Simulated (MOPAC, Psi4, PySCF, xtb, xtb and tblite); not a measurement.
Two geometries of SMILES [OH+](C)[Si](OC)(C=C)OC (C₅H₁₃O₃Si (cation, charge +1)), relaxed at GFN2-xTB with one dihedral held; other torsions can differ between them too.

Structure A

```
22

C      0.0159    -1.7073    -2.2319
C     -0.6556    -1.0413    -1.2984
Si     0.0152     0.2782    -0.1474
O     -0.2453     1.8189    -0.4873
C     -1.3491     2.6250    -0.8523
O      0.1384    -0.0706     1.4076
C     -0.7126    -0.4471     2.4738
O      1.7758     0.3929    -0.5017
C      2.7305    -0.5145     0.0585
H      1.0594    -1.5317    -2.4349
H     -0.4632    -2.4528    -2.8445
H     -1.7053    -1.2854    -1.1744
H     -0.9731     3.6350    -1.0066
H     -2.0948     2.6297    -0.0582
H     -1.7988     2.2550    -1.7724
H     -0.0978    -0.5052     3.3707
H     -1.4978     0.2944     2.6157
H     -1.1606    -1.4193     2.2723
H      2.0988     1.3063    -0.4703
H      2.3423    -1.5189    -0.0860
H      3.6796    -0.4095    -0.4648
H      2.8629    -0.3338     1.1240
```

Structure B

```
22

C     -0.4698    -2.3454    -1.0869
C     -0.6004    -1.0374    -1.2919
Si     0.0030     0.3078    -0.1345
O     -0.2386     1.8325    -0.5393
C     -1.3396     2.6556    -0.8720
O      0.1164    -0.0200     1.4260
C     -0.7477    -0.4157     2.4756
O      1.7819     0.4478    -0.4617
C      2.7146    -0.5493    -0.0378
H     -0.0109    -2.7504    -0.1989
H     -0.8334    -3.0672    -1.7996
H     -1.0835    -0.7196    -2.2083
H     -0.9479     3.6518    -1.0710
H     -2.0471     2.6985    -0.0449
H     -1.8419     2.2750    -1.7599
H     -0.1212    -0.6814     3.3259
H     -1.4055     0.4082     2.7501
H     -1.3471    -1.2736     2.1750
H      2.1204     1.3409    -0.2954
H      2.3524    -1.5029    -0.4128
H      3.6921    -0.3397    -0.4682
H      2.7784    -0.5862     1.0489
```

### Question
Which is lower in energy at the level B3LYP-D3(BJ)/def2-SVP // GFN2-xTB run with Psi4, and by how much?

### Answer
B is lower, by 1.44 kcal/mol (dihedral O4–Si3–C2–C1: 100° in A, 180° in B).

E(B) − E(A) in kcal/mol at the other levels, on the same two geometries: GFN2-xTB (xtb and tblite) -0.62; B3LYP/def2-SVP // GFN2-xTB (Psi4) -1.33; PBE/def2-SVP // GFN2-xTB (Psi4) -1.40; PBE-D3(BJ)/def2-SVP // GFN2-xTB (Psi4) -1.47; PM3, restricted, heats of formation // GFN2-xTB (MOPAC) -1.08; AM1, restricted, heats of formation // GFN2-xTB (MOPAC) -0.96; GFN1-xTB // GFN2-xTB (xtb) -0.75; restricted B3LYP/6-31G*, spherical d, density fitting // GFN2-xTB (PySCF) -1.19; restricted BP86/6-31G*, spherical d, density fitting // GFN2-xTB (PySCF) -1.23; restricted LDA (SVWN5)/6-31G*, spherical d, density fitting // GFN2-xTB (PySCF) -1.10; restricted M06-2X/6-31G*, spherical d, density fitting // GFN2-xTB (PySCF) -1.12.
